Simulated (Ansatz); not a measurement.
Compare A (`[F][Al]1[CH2][SiH2][CH2]1`) with its isomer B (`[CH3][Al]1[CH2][SiH]1F`).

Calculated with Ansatz (gas phase, PBE0-D4/def2-TZVP geometries, no zero-point term in ΔE). CCSD(T)/CBS adds triple-zeta CCSD(T) − MP2 to the extrapolated MP2 energy (def2 sets, frozen cores). Functionals use def2-TZVPP. B3LYP here is the variant with VWN-RPA as its local correlation; programs differ in this.

Problem. Which is lower in electronic energy at CCSD(T)/CBS, and by how much? (An estimate is asked.)

Solution. Ansatz gave: A, by 40.0 kcal/mol.

Problem. Give E(B) − E(A) in kcal/mol with B3LYP-D4, CCSD(T)/def2-TZVPP, PBE0-D4, r2SCAN-D4, B3LYP, MP2/def2-TZVPP, CCSD/def2-TZVPP. (Estimate.)

Solution. Computed: B3LYP-D4 39.0, CCSD(T)/def2-TZVPP 40.1, PBE0-D4 38.2, r2SCAN-D4 38.5, B3LYP 37.7, MP2/def2-TZVPP 42.2, CCSD/def2-TZVPP 40.5. None reverses the order clearly.

Largest T1 diagnostic: 0.012.

From PBE to PBE0 (25 % exact exchange), in def2-TZVPP and without D4, E(B) − E(A) moves by +2.1 kcal/mol. The D4 term adds +1.3 kcal/mol with B3LYP and +0.6 kcal/mol with PBE0; it sums over pairs of atoms, weighted by their polarisabilities, and B3LYP, whose exchange is more repulsive, gets the larger term.
